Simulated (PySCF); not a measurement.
Isomers of C6H15N, from PySCF 2.14.0, PBE0-D3(BJ)/def2-SVP geometry optimisation, gas phase. One conformer each, no zero-point energy, no frequencies.

Question: Which is lowest in electronic energy at this level?
A. `[CH3:1][NH:2][C@H:3]([CH3:4])[CH:5]([CH3:6])[CH3:7]` with C1–N2–C3–C4 -71°, N2–C3–C5–C6 177° (methyl-1,2-dimethylpropylamine): A = 3739, B = 1781, C = 1315 MHz, dipole 0.96 D
B. `[CH3:1][CH2:2][C@H:3]([CH3:4])[N:5]([CH3:6])[CH3:7]` with C1–C2–C3–C4 -176°, C2–C3–N5–C6 -156°: A = 3087, B = 1966, C = 1643 MHz, dipole 0.53 D
C. `[CH3:1][CH:2]([CH3:3])[C@H:4]([CH3:5])[CH2:6][NH2:7]` with C1–C2–C4–C5 -71°, C2–C4–C6–N7 -57°, C4–C6–N7–H -70° and 172°: A = 3085, B = 1814, C = 1573 MHz, dipole 1.44 D
D. `[CH3:1][CH2:2][CH2:3][CH2:4][NH:5][CH2:6][CH3:7]` with C1–C2–C3–C4 -178°, C2–C3–C4–N5 179°, C3–C4–N5–C6 68°, C4–N5–C6–C7 176° (ethylbutylamine): A = 7837, B = 868.7, C = 825.5 MHz, dipole 0.87 D
E. `[CH3:1][CH2:2][CH2:3][NH:4][CH2:5][CH2:6][CH3:7]` with C1–C2–C3–N4 178°, C2–C3–N4–C5 180°, C3–N4–C5–C6 180°, N4–C5–C6–C7 -178°: A = 13079, B = 767.2, C = 746.2 MHz, dipole 0.76 D
F. `[CH3:1][CH2:2][CH2:3][C:4]([CH3:5])([CH3:6])[NH2:7]` with C1–C2–C3–C4 172°, C2–C3–C4–C5 58°, C3–C4–N7–H -65° and 179° (1,1-dimethylbutylamine): A = 4197, B = 1429, C = 1403 MHz, dipole 1.21 D

Answer: F. That is 1,1-dimethylbutylamine, `C(C)(C)(N)CCC`, 3.5 kcal/mol below the next.

```csv
SMILES,mapped SMILES,E (Eh),relative (kcal/mol),relative (kJ/mol),dipole (D)
CCCC(C)(C)N,[CH3:1][CH2:2][CH2:3][C:4]([CH3:5])([CH3:6])[NH2:7],-291.87935,0.0,0.0,1.21
CC(C)[C@H](C)CN,[CH3:1][CH:2]([CH3:3])[C@H:4]([CH3:5])[CH2:6][NH2:7],-291.87375,3.5,14.7,1.44
CN[C@H](C)C(C)C,[CH3:1][NH:2][C@H:3]([CH3:4])[CH:5]([CH3:6])[CH3:7],-291.86780,7.2,30.3,0.96
CCCNCCC,[CH3:1][CH2:2][CH2:3][NH:4][CH2:5][CH2:6][CH3:7],-291.86749,7.4,31.1,0.76
CCCCNCC,[CH3:1][CH2:2][CH2:3][CH2:4][NH:5][CH2:6][CH3:7],-291.86605,8.3,34.9,0.87
CC[C@H](C)N(C)C,[CH3:1][CH2:2][C@H:3]([CH3:4])[N:5]([CH3:6])[CH3:7],-291.86024,12.0,50.2,0.53
```

As drawn, the lowest has an N–H bond, which the highest lacks.
